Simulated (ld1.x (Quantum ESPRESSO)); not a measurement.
# Which change was made? (Bi, TM)

Bi, norm-conserving Troullier–Martins (Kleinman–Bylander form), made with ld1.x (Quantum ESPRESSO) 7.5 (LDA (PZ), fully relativistic). Core [Xe] 4f14, reference 5d10 6s2 6p3. Waves: 6p (bound): rc 1.85 bohr; 5d (bound): rc 1.80 bohr; 6s (bound): rc 1.70 bohr. Local part: the s channel. Core correction: a·sin(br)/r model core inside 1.60 bohr.

Open shells are filled in proportion to 2j + 1 (rel_dist='average').

Cutoffs, loose and tight: the cutoffs (Ry, on a coarse ladder) from which the occupation-weighted sum of valence levels, in a spherical-Bessel basis at the reference potential, stays within 10 and 1 mRy of its value at 400 Ry. They do not see the model core or the augmentation charge, which bear on the density cutoff. Test errors are all-electron minus pseudo excitation energies from the reference, over the configurations 5d10 6s2 6p2; 5d10 6s2 6p1; 5d10 6s2 6p0; 5d9 6s2 6p3; 5d10 6s0 6p5; 5d10 6s1 6p4; 5d10 6s2 6p3.3; variants that change the core or the reference have their own tests. The largest error is taken over the tests solved by every variant that gives reliable tests at all, those not shown here included: 5d10 6s0 6p5; 5d10 6s1 6p4; 5d10 6s2 6p0; 5d10 6s2 6p1; 5d10 6s2 6p2; 5d10 6s2 6p3.3.

The base gives: outcome: generated; cutoff, loose: 60 Ry; cutoff, tight: 100 Ry; bound ghosts: none; largest test error (meV): +5.5.

(1) After one change the result is: outcome: generated; cutoff, loose: 55 Ry; cutoff, tight: 90 Ry; bound ghosts: none; largest test error (meV): -6.2. Which change was it?
A. all radii but the core radius scaled by about 0.89 (s 1.52, p 1.64, d 1.60 bohr)
B. all radii but the core radius scaled by about 0.75 (s 1.28, p 1.38, d 1.34 bohr)
C. all radii but the core radius scaled by about 1.11 (s 1.90, p 2.06, d 2.00 bohr)
D. all radii but the core radius scaled by about 1.37 (s 2.32, p 2.54, d 2.46 bohr)

Results:

(1) C. The others give: all radii but the core radius scaled by about 1.37 (s 2.32, p 2.54, d 2.46 bohr) → outcome: generated; cutoff, loose: 45 Ry; cutoff, tight: 80 Ry; bound ghosts: none; largest test error (meV): -24 | all radii but the core radius scaled by about 0.75 (s 1.28, p 1.38, d 1.34 bohr) → outcome: generated; cutoff, loose: over 300 Ry; cutoff, tight: over 300 Ry; bound ghosts: p3/2, p1/2; largest test error (meV): +153 | all radii but the core radius scaled by about 0.89 (s 1.52, p 1.64, d 1.60 bohr) → outcome: generated; cutoff, loose: 100 Ry; cutoff, tight: 140 Ry; bound ghosts: p1/2, p3/2; largest test error (meV): +11.
